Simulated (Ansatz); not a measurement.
VCl₃O⁺, that is VOCl3 with one electron fewer. Total charge 1; doublet. Geometry PBE0-D4/def2-SVP, that of the neutral singlet.

```xyz
5

V     0.0079   -0.0541   -0.0680
O     0.1455   -1.0005   -1.2585
Cl    0.1412   -1.2145    1.7095
Cl   -1.8848    0.9058   -0.2105
Cl    1.5902    1.3633   -0.1724
```

At PBE-D4/def2-TZVP an occupied level of the charge 1 doublet lies above an empty one (by up to 0.07 eV), so this SCF solution is probably not the lowest. At PBE-D4/def2-TZVP, r2SCAN-D4/def2-TZVP the gap within one spin of the charge 1 doublet nearly closes, so an electron or hole may be smeared out by delocalisation error.

Question: Estimate the α-spin orbital energies around the gap (eV) in Ansatz with PBE-D4/def2-TZVP, r2SCAN-D4/def2-TZVP, PBE0-D4/def2-TZVP.

Answer: 
```csv
orbital,PBE-D4/def2-TZVP,r2SCAN-D4/def2-TZVP,PBE0-D4/def2-TZVP
HOMO−5,-15.35,-15.83,-17.12
HOMO−4,-15.29,-15.77,-17.12
HOMO−3,-14.93,-15.36,-16.38
HOMO−2,-14.61,-15.10,-16.26
HOMO−1,-14.29,-14.71,-15.64
HOMO,-14.10,-14.54,-15.64
LUMO,-10.87,-10.92,-9.90
LUMO+1,-10.82,-10.89,-9.90
LUMO+2,-9.40,-9.43,-8.32
LUMO+3,-9.32,-9.37,-8.32
LUMO+4,-8.25,-8.20,-7.29
LUMO+5,-4.83,-4.15,-4.17
β HOMO,-13.90,-14.23,-15.37
β LUMO,-13.97,-14.18,-13.55
```
